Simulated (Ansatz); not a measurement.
`N[SiH2][SiH2]Cl` + `C[SeH]` → `C[Se][SiH2]Cl` + `N[SiH3]` at 298.15 K and 1 bar (cleavage of the Si–Si bond).

Isolated molecules relaxed with PBE0-D4/def2-TZVP in Ansatz; ΔE leaves out vibrations. CBS: MP2 limit from def2 TZ/QZ plus the TZ coupled-cluster correction, frozen cores. This one scheme is used for every species. For Se outer-core shells are correlated without core-valence functions, which leaves a few kJ/mol of doubt a bond. Scalar relativity is left out up to krypton. Each species was taken in one conformer, which may not be the lowest.

```
          species  CCSD(T)/CBS energy (Eh)  H − E (kJ/mol)  S (J/(mol·K))
`N[SiH2][SiH2]Cl`              -1096.31710           184.7          358.3
         `C[SeH]`              -2441.15625           129.5          267.5
  `C[Se][SiH2]Cl`              -3190.69652           170.4          359.0
        `N[SiH3]`               -346.80422           145.7          264.3
```

H − E and S are ideal-gas, rigid-rotor, harmonic terms from PBE0-D4/def2-TZVP, for one conformer and one mirror image of each species. 1 Eh = 2625.50 kJ/mol, R = 8.31446 J/(mol·K).

Question: By hand: ΔE, ΔH, ΔS and ΔG.

Answer: ΔE = (-3190.69652) + (-346.80422) − (-1096.31710) − (-2441.15625) = -0.02739 Eh = -71.9 kJ/mol. Δ(H − E) = 170.4 + 145.7 − 184.7 − 129.5 = 1.9, so ΔH = -70.0 kJ/mol. ΔS = 359.0 + 264.3 − 358.3 − 267.5 = -2.5 J/(mol·K). ΔG = -70.0 − 298.15 × (-2.5)/1000 = -69.3 kJ/mol.

Question: By hand: the equilibrium constant, and the temperature at which ΔG would vanish if ΔH and ΔS stayed fixed.

Answer: log₁₀ K = −ΔG/(RT ln 10) = 12.1. ΔG = 0 at ΔH/ΔS = 28000 K, far beyond where these terms or the molecules hold.

The number of gas molecules stays the same, so ΔS is small and ΔH decides. A doubt of 5 kJ/mol in ΔE shifts log₁₀ K by 0.9 here. Other conformers and mirror images would add mixing entropy, several J/(mol·K) or more a flexible species. Modes under 60 cm⁻¹, often nearly free rotors, make the harmonic entropy too high. These are equilibria of isolated gas molecules and say nothing of rates. Largest T1 diagnostic: 0.010 (customary marks: 0.02 for closed shells, 0.045 for open ones).
